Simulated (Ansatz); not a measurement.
Gas-phase electronic energies from Ansatz, PBE0-D4/def2-TZVP geometries. CCSD(T)/CBS adds triple-zeta CCSD(T) − MP2 to the extrapolated MP2 energy (def2 sets, frozen cores). This one scheme is used for every species. DFT in def2-TZVPP. Triplets are unrestricted, without spin–orbit coupling.

`C[SiH]1N=C[SiH2]O1` → `C1=N[SiH2]O[SiH2]1` + `[CH2]` (triplet)  (formal loss of a carbene)

`C[SiH]1N=C[SiH2]O1`:

```xyz
13

C     2.128    0.608   -0.022
Si    0.710   -0.531   -0.354
N    -0.122   -0.974    1.138
C    -1.349   -0.630    1.151
Si   -1.943    0.253   -0.437
O    -0.496    0.214   -1.226
H     2.881    0.106    0.590
H     1.794    1.502    0.509
H     2.599    0.919   -0.958
H     1.151   -1.764   -1.050
H    -1.956   -0.855    2.038
H    -2.994   -0.493   -1.174
H    -2.405    1.645   -0.205
```

`C1=N[SiH2]O[SiH2]1`:

```xyz
10

C    -0.508    1.257    0.094
N    -0.924    0.527    1.053
Si   -0.296   -1.117    0.982
O     0.650   -1.094   -0.380
Si    0.663    0.375   -1.134
H    -0.839    2.302    0.043
H     0.512   -1.411    2.187
H    -1.406   -2.086    0.843
H     0.120    0.288   -2.513
H     2.028    0.958   -1.176
```

`[CH2]` (triplet):

```xyz
3

C    -0.035    0.032    0.272
H     0.961   -0.296    0.019
H    -0.926    0.264   -0.291
```

```json
{"level": "B2PLYP", "ΔE (eV)": "4.97"}
{"level": "HF/def2-TZVPP", "ΔE (eV)": "3.50"}
{"level": "HF/CBS(def2)", "ΔE (eV)": "3.50"}
{"level": "MP2/CBS(def2)", "ΔE (eV)": "5.23"}
```

(1) What does CCSD(T)/CBS give? (Best estimate.)

Largest T1 diagnostic among the species: 0.014.

Results:

(1) The calculation gave: +5.08 eV. The listed levels differ from it by -0.11, -1.58, -1.58, 0.15 eV.

The D4 term adds +0.12 eV with B3LYP and +0.07 eV with PBE0; it sums over pairs of atoms, weighted by their polarisabilities, and B3LYP, whose exchange is more repulsive, gets the larger term. In def2-TZVPP, CCSD(T) changes the Hartree–Fock value by +1.45 eV (the triples alone add +0.12 eV) and MP2 by +1.60 eV.

B3LYP here is the variant with VWN-RPA as its local correlation; programs differ in this.
